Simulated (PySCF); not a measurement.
ZnH, SMILES [ZnH+] (connectivity only; charge and spin as stated), charge +1, multiplicity 1.

Geometry optimised at PBE-D3(BJ)/def2-TZVPD. The spin state was assumed, not searched.

Calculation: ωB97X/def2-TZVPD run with PySCF.

Gas-phase values at a fixed geometry.

Question: Estimate the frontier levels, gap, dipole moment and polarisability. (Estimate from the structure and the level; the computed values follow.)

Answer: 
* **highest occupied level**: -18.99 eV
* **lowest empty level**: -8.04 eV
* **orbital gap**: 10.95 eV
* **dipole moment about the centre of nuclear charge**: 1.77 D
* **mean static polarisability**: 18.1 bohr³ (2.68 Å³)
* **polarisability, principal values**: 15.2, 15.2, 24.0 bohr³
